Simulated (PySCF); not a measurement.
# Two-photon absorption: SMILES C/C=C(\C)C(=O)OCC, C7H12O2

Geometry (Å), atoms numbered from 1 in this order:
```xyz
21

C    -3.4253    0.7506    0.4783
C    -2.0008    0.7276    0.0561
C    -1.0550   -0.1724    0.3815
C    -1.2380   -1.3697    1.2615
C     0.2965    0.0700   -0.2018
O     0.5963    0.9891   -0.9255
O     1.1690   -0.8778    0.1747
C     2.5028   -0.7557   -0.3138
C     3.3218    0.1966    0.5276
H    -4.0874    0.7291   -0.4036
H    -3.6536    1.6919    1.0062
H    -3.7014   -0.0853    1.1344
H    -1.6685    1.5383   -0.6028
H    -0.5536   -1.3312    2.1228
H    -0.9965   -2.2961    0.7181
H    -2.2655   -1.4479    1.6387
H     2.9112   -1.7756   -0.2770
H     2.4692   -0.4204   -1.3614
H     2.9273    1.2192    0.4463
H     4.3667    0.2027    0.1820
H     3.3106   -0.1066    1.5852
```

Method used: TDDFT CAM-B3LYP/aug-cc-pVDZ excited states, vertical, gas phase in PySCF. Geometry: PBE0-D3(BJ)/def2-SVP.

(1) Give the one- and two-photon strengths of the lowest singlets.

Results:

(1) δ for parallel linear polarisation; σ at the peak of a Lorentzian of half width 0.1 eV, single beam; Ω is circular over linear.
```tsv
state	E (eV)	f	photon λ (nm)	δ (au)	σ (GM)	Ω	main
S1	5.26	0.000	472	0.42	0.00	0.66	HOMO−1→LUMO 0.78, HOMO−1→LUMO+1 0.08
S2	5.88	0.378	422	128	1.62	0.88	HOMO→LUMO 0.84, HOMO→LUMO+1 0.08
S3	6.38	0.000	388	9.31	0.14	1.49	HOMO→LUMO+1 0.78
S4	7.13	0.003	348	39.1	0.73	1.50	HOMO→LUMO+3 0.55, HOMO→LUMO+2 0.29
S5	7.15	0.090	347	58.9	1.10	0.90	HOMO−2→LUMO 0.69
S6	7.16	0.005	346	26.4	0.49	1.40	HOMO→LUMO+5 0.43, HOMO→LUMO+2 0.32
```

Among these, the strongest one-photon state is S2, the strongest two-photon state S2, with a dipole change of 2.4 D (relaxed, norm of the difference vector).
